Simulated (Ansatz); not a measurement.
`CC(C)[CH2][AlH2]` and `C[CH](C)[Mg][Cl]` differ in one atom or group.

Ansatz, PBE0-D4/def2-TZVP geometries, multiplicity 1. Each molecule was computed in one conformer, which needn't be the lowest.

```json
{"property": "size of the dipole moment (ωB97M-V/def2-TZVPP) / D", "`CC(C)[CH2][AlH2]`": "0.86"}
{"property": "LUMO energy (PBE/def2-TZVPP) / eV", "`CC(C)[CH2][AlH2]`": "-2.05"}
{"property": "HOMO–LUMO gap (ωB97M-V/def2-TZVPP) / eV", "`CC(C)[CH2][AlH2]`": "10.04"}
{"property": "HOMO energy (ωB97M-V/def2-TZVPP) / eV", "`CC(C)[CH2][AlH2]`": "-9.74"}
{"property": "LUMO energy (PBE0/def2-TZVPP) / eV", "`CC(C)[CH2][AlH2]`": "-1.26"}
{"property": "LUMO energy (ωB97M-V/def2-TZVPP) / eV", "`CC(C)[CH2][AlH2]`": "0.31"}
```

Task: Give the same properties after the change, and the shifts. (An estimate is asked.)

Result: Ansatz gave: 
| property | `C[CH](C)[Mg][Cl]` | shift |
| --- | --- | --- |
| size of the dipole moment (ωB97M-V/def2-TZVPP) / D | 2.26 | 1.40 |
| LUMO energy (PBE/def2-TZVPP) / eV | -1.79 | 0.26 |
| HOMO–LUMO gap (ωB97M-V/def2-TZVPP) / eV | 8.97 | -1.07 |
| HOMO energy (ωB97M-V/def2-TZVPP) / eV | -8.81 | 0.93 |
| LUMO energy (PBE0/def2-TZVPP) / eV | -1.10 | 0.16 |
| LUMO energy (ωB97M-V/def2-TZVPP) / eV | 0.17 | -0.14 |

With PBE0 the HOMO rises by 0.89 eV and the LUMO rises by 0.16 eV, so the gap narrows by about 0.73 eV. PBE moves the HOMO by 0.76 eV and ωB97M-V by 0.93 eV. The zero-point energy changes by -105.9 kJ/mol with -12 modes. Dipoles are sizes alone; their direction can turn.
